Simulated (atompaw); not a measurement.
Reading a pseudo-wave (Li)

Columns: radius, all-electron u(r) and pseudo u(r) of the 2p shell (level -4.57 eV) of lithium in the configuration 1s2 2s0 2p0; LDA (PW92), scalar-relativistic, PAW (atompaw) scheme, atompaw 4.2.0.5.

```
r (bohr)  all-electron  pseudo
   0.115        0.0100  0.0036
   0.231        0.0344  0.0143
   0.346        0.0669  0.0316
   0.462        0.1042  0.0552
   0.577        0.1434  0.0839
   0.692        0.1831  0.1169
   0.808        0.2224  0.1535
   0.923        0.2598  0.1918
   1.038        0.2951  0.2310
   1.154        0.3281  0.2705
   1.269        0.3579  0.3083
   1.385        0.3851  0.3443
   1.500        0.4090  0.3770
   1.615        0.4300  0.4064
   1.731        0.4483  0.4321
   1.846        0.4636  0.4535
   1.962        0.4765  0.4710
   2.077        0.4867  0.4846
   2.192        0.4947  0.4946
   2.308        0.5007  0.5015
   2.423        0.5046  0.5057
   2.538        0.5067  0.5076
   2.654        0.5072  0.5077
   2.769        0.5062  0.5064
   2.885        0.5038  0.5039
   3.000        0.5003  0.5003
```

Task: How many radial nodes do the two functions have?

Result: The all-electron 2p function has n − l − 1 = 0; the pseudo-wave has 0.

Task: Is the pseudo-wave norm-conserving?

Result: No, it belongs to a PAW set: the norm inside the radius is not constrained, and the difference is carried by the augmentation charge.
